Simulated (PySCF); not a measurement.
C₃H₅BO₂, SMILES C=C1OCB1O. Geometry optimised at PBE0-D3(BJ)/def2-SVP. This is a generated structure with no PubChem entry under its InChIKey; it may be hypothetical. The values are those of a single conformer.

Give the equilibrium geometry at PBE0-D3(BJ)/def2-SVP (PySCF confirms it by a frequency run) as a Z-matrix, and its point group. (An estimate is asked for; the answer gives what the named calculation found.)

One answer among several that fit: point group Cs.
```
C
C 1 1.3369
O 1 1.3847 2 125.63
H 2 1.0907 1 119.29 3 180.00
H 2 1.0933 4 118.96 1 180.00
C 3 1.4505 1 96.94 2 180.00
H 6 1.1038 3 111.10 1 119.54
H 6 1.1038 7 108.52 3 -122.43
B 1 1.5634 2 143.18 4 0.00
O 9 1.3378 1 135.84 2 0.00
H 10 0.9631 9 114.02 1 180.00
```
